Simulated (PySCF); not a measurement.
Si(Et)(OH)(OEt)(NH2), C4H13NO2Si, SMILES CC[Si](OCC)(N)O, GFN2-xTB optimised geometry.

```
21

C     -2.04     2.61     0.06
C     -2.16     1.09    -0.01
O     -0.88     0.52     0.00
Si    -0.53    -1.07     0.00
N     -1.34    -1.88    -1.30
O     -1.15    -1.90     1.27
C      1.37    -1.07     0.00
C      1.93    -2.49    -0.03
H     -1.46     2.98    -0.78
H     -1.53     2.89     0.98
H     -3.02     3.06     0.05
H     -2.68     0.80    -0.93
H     -2.74     0.71     0.83
H     -1.12    -1.60    -2.24
H     -1.41    -2.88    -1.24
H     -0.91    -1.63     2.16
H      1.75    -0.56     0.88
H      1.75    -0.52    -0.86
H      3.02    -2.48     0.00
H      1.57    -3.06     0.81
H      1.62    -3.00    -0.94
```

Density from CAM-B3LYP/def2-SVP (PySCF) at that geometry.

Minimum of the electron density along straight lines between bonded atoms, close to the bond critical point (lines longer than 1.1 times the sum of covalent radii, or with two minima, are not listed):

| bond | length / Å | ρ at the minimum / e bohr⁻³ | ∇²ρ there / e bohr⁻⁵ | position (fraction from the first atom) |
|---|---|---|---|---|
| C1–C2 | 1.521 | 0.253 | -0.61 | 0.49 |
| C2–O3 | 1.405 | 0.254 | -0.34 | 0.34 |
| O3–Si4 | 1.627 | 0.130 | 1.07 | 0.59 |
| Si4–N5 | 1.727 | 0.124 | 0.74 | 0.40 |
| Si4–O6 | 1.638 | 0.127 | 1.04 | 0.41 |
| Si4–C7 | 1.901 | 0.116 | 0.31 | 0.38 |
| C7–C8 | 1.525 | 0.242 | -0.55 | 0.50 |
| C1–H9 | 1.087 | 0.278 | -1.03 | 0.63 |
| C1–H10 | 1.087 | 0.277 | -1.03 | 0.63 |
| C1–H11 | 1.087 | 0.276 | -1.02 | 0.63 |
| C2–H12 | 1.095 | 0.283 | -1.08 | 0.64 |
| C2–H13 | 1.096 | 0.282 | -1.07 | 0.63 |
| N5–H14 | 1.007 | 0.331 | -1.52 | 0.76 |
| N5–H15 | 1.006 | 0.330 | -1.53 | 0.77 |
| O6–H16 | 0.953 | 0.355 | -2.42 | 0.82 |
| C7–H17 | 1.090 | 0.271 | -0.96 | 0.62 |
| C7–H18 | 1.089 | 0.272 | -0.97 | 0.62 |
| C8–H19 | 1.089 | 0.276 | -1.02 | 0.63 |
| C8–H20 | 1.087 | 0.277 | -1.02 | 0.63 |
| C8–H21 | 1.088 | 0.277 | -1.02 | 0.63 |
